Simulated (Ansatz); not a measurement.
Saddle point of SiH4Cl2O, closed shell (SiH₂Cl₂ ([Cl][SiH2][Cl]) + H₂O → SiH₂Cl₂O ([OH][SiH]([Cl])[Cl]) + H₂; bonds formed: Si1–O7, H2–H6; bonds broken: Si1–H2, H6–O7), PBE0-D4/def2-TZVP structure:

```
8
angstrom
Si -0.3716 -0.2509 -0.3311
H 0.9287 -0.9755 0.4509
Cl 0.0908 -1.3725 -1.9983
Cl -1.6225 -1.0718 1.0947
H -1.3105 0.7101 -0.9508
H 1.1435 0.0761 0.6802
O 0.7415 1.0760 0.2625
H 0.4002 1.8085 0.7921
```

Energies are electronic, without zero-point energy. Barriers and step energies count from the start structure reached by relaxing down the imaginary mode; all methods use the PBE0-D4 structures, on which another method's saddle can fall below an end. Ansatz 0.2.0; basis: def2-TZVPP, with def2-QZVPP for the basis limit; cores frozen in the correlated methods. B3LYP uses VWN-RPA correlation. Extrapolation: Hartree–Fock as exp(−7.88 √X), correlation as X^−2.97.

```
      method  barrier (kcal/mol)  step energy (kcal/mol)
       SPW92               23.92                  -17.31
      PBE-D4               32.10                  -17.77
     BLYP-D4               36.68                  -19.47
   r2SCAN-D4               34.28                  -19.83
      B97M-V               37.15                  -19.36
     PBE0-D4                   ?                  -17.61
    B3LYP-D4               39.01                  -19.16
  r2SCAN0-D4               36.93                  -19.23
    BHLYP-D4                   ?                  -19.04
CAM-B3LYP-D4                   ?                  -19.20
     wB97X-V               39.34                  -18.36
     wB97M-V               38.44                  -18.52
      B2PLYP               39.87                  -19.41
    PBE-QIDH               38.27                  -18.54
  RPA on PBE               40.96                  -18.07
          HF               55.14                  -18.76
         MP2               38.80                  -20.01
        CCSD               43.01                  -18.25
     CCSD(T)               40.59                  -18.65
```

**Question.** Fill in the withheld barriers. (To be estimated.)

**Answer.** The calculation gives: CAM-B3LYP-D4 39.14; PBE0-D4 35.73; BHLYP-D4 43.37 kcal/mol. Each is the energy of the saddle less that of the start structure, by the same method.

For comparison, the barrier by CCSD(T) at an estimated basis limit (MP2 extrapolated from triple and quadruple zeta, plus CCSD(T) − MP2 in triple zeta) is 40.17 kcal/mol.

No T1 diagnostic of these runs exceeds 0.011.

Labels in which every atom is bracketed show which atoms are joined, not bond orders.

For scale, one of the runs: CCSD(T)/def2-TZVPP, 213 basis functions (an equivalent command: `ansatz run in.yaml --threads 4`). Hardware: 4 CPU threads, shared host. Wall time 46 s; peak host memory 2.8 GiB.
